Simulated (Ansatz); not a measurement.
# Ligand exchange: HI + CHCl2I → I2 + CH2Cl2

Species: HI (hydrogen iodide), singlet; CHCl2I `ClC(Cl)I`, singlet; I2 (iodine), singlet; CH2Cl2 (dichloromethane) `ClCCl`, singlet. The partners trade H for I: I–H and C–I bonds give way to I–I and C–H.

Shapes, held fixed at every level: PBE0-D4/def2-TZVP. Programs: Ansatz 0.2.0. The zero-point and thermal change to 298 K, harmonic and unscaled (PBE0-D4/def2-TZVP), is +13.1 kJ/mol.

Question: Estimate ΔH(298 K) of this reaction.

Answer: The highest level, CCSD(T)/def2-TZVPP, gives ΔH(298 K) = -46.6 kJ/mol; the levels span -84.7 to -39.6. The column of differences is taken from that level and isn't an error. No measured value is set beside it here. For atoms past krypton def2 sets carry core potentials with scalar relativity. Outer-core shells of I are correlated in most correlated rows, in sets that cover them unevenly.

```
                level                   kind  ΔH(298 K) (kJ/mol)  less CCSD(T)/def2-TZVPP
          HF/def2-SVP           Hartree–Fock               -83.0                    -36.4
        HF/def2-TZVPP           Hartree–Fock               -84.7                    -38.1
    PBE-D4/def2-TZVPP                    GGA               -57.0                    -10.4
 r2SCAN-D4/def2-TZVPP               meta-GGA               -57.7                    -11.1
  BHLYP-D4/def2-TZVPP          global hybrid               -71.4                    -24.8
r2SCAN0-D4/def2-TZVPP          global hybrid               -63.0                    -16.4
       MP2/def2-TZVPP    perturbation theory               -39.6                     +7.0
   CCSD(T)/def2-TZVPP  coupled cluster or CI               -46.6                      0.0
```
